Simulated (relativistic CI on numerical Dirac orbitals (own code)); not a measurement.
Sm34+: q coefficients and field-shift factors

Computed by Dirac-Coulomb-Breit CI, separate exchange-only KLI orbitals for each configuration, derivatives by finite differences, unscaled Slater integrals, QED left out (own radial code, finite nucleus).

CI space (outside the closed core [Ne] 3s2): 3p6 3d10, 3p6 3d9 4s, 3p6 3d9 4p, 3p6 3d9 4d, 3p5 3d10 4s, 3p6 3d9 4f, 3p5 3d10 4p, 3p6 3d8 4s2. Levels of other configurations are missing.

With x = (α/α₀)² − 1 an excitation energy changes as ω = ω₀ + qx; K = 2q/ω₀ is the relative enhancement. Terms are leading LS components, so labels can repeat. The field-shift factor is F = δν/δ⟨r²⟩ for the transition from the lowest level.

Lowest level 3p6 3d10 1S_0.

```
           Level  ω₀ (cm⁻¹)  q (cm⁻¹)        K  F (GHz/fm²)
 3p6 3d9 4s 3D_3    7516090   -644100   -0.171          657
 3p6 3d9 4s 1D_2    7527609   -642600   -0.171          656
 3p6 3d9 4s 3D_1    7737959   -421600   -0.109          660
 3p6 3d9 4s 3D_2    7745969   -421700   -0.109          659
3p6 3d9 4p 3P°_2    8081008   -578700   -0.143         72.3
3p6 3d9 4p 3F°_3    8090628   -581300   -0.144         71.3
3p6 3d9 4p 3F°_2    8305058   -358500  -0.0863         74.3
3p6 3d9 4p 3D°_1    8323408   -352300  -0.0847         74.1
3p6 3d9 4p 3F°_4    8404858   -210300    -0.05           49
3p6 3d9 4p 1D°_2    8417356   -213300  -0.0507         50.3
3p6 3d9 4p 1P°_1    8423545   -211300  -0.0502         51.2
3p6 3d9 4p 3D°_3    8435738   -209400  -0.0496         49.1
3p6 3d9 4p 3P°_0    8603812     13890  0.00323         53.3
3p6 3d9 4p 3D°_1    8634648      9239  0.00214         52.8
3p6 3d9 4p 3F°_3    8635726     11770  0.00273         52.2
3p6 3d9 4p 3D°_2    8652087     11610  0.00268         52.4
 3p6 3d9 4d 3S_1    9263604   -177000  -0.0382         53.3
 3p6 3d9 4d 3G_4    9297958   -185000  -0.0398         53.1
 3p6 3d9 4d 3D_2    9304810   -182500  -0.0392         53.2
 3p6 3d9 4d 3F_3    9319450   -182900  -0.0393         53.2
 3p6 3d9 4d 1P_1    9348576   -119900  -0.0256           54
 3p6 3d9 4d 3G_5    9357181   -116200  -0.0248           54
 3p6 3d9 4d 3D_3    9380316   -115100  -0.0245         54.1
```

At this charge energies of transitions that change n are usually good to better than 1 %, and those within a shell (Δn = 0) to a few per cent.
